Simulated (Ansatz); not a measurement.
CH7AsSi (`C[SiH2][AsH2]`). The species carries charge 0 and has multiplicity 1. Correlated methods include outer-core shells of As, which these sets cover unevenly. Scalar relativity is left out up to krypton.

```xyz
10

C     1.240    0.500   -0.778
Si    0.166   -0.583    0.308
As   -2.112   -0.064   -0.076
H     2.296    0.247   -0.650
H     1.111    1.555   -0.523
H     0.983    0.370   -1.831
H     0.541   -0.414    1.738
H     0.349   -2.017   -0.049
H    -2.565   -0.835    1.156
H    -2.008    1.240    0.705
```

Q: Give the diagnostics of a CCSD(T)/def2-TZVPP run (frozen core, the Gaussian-basis code of Ansatz). (Best estimate.)

A: Computed: T1 = 0.0108, largest single amplitude 0.013, largest double 0.029, (T) share of the correlation energy 3.5 %, 8 CCSD cycles. The RHF solution is stable towards an unrestricted one. T1 lies under the customary mark of 0.02 for closed shells.
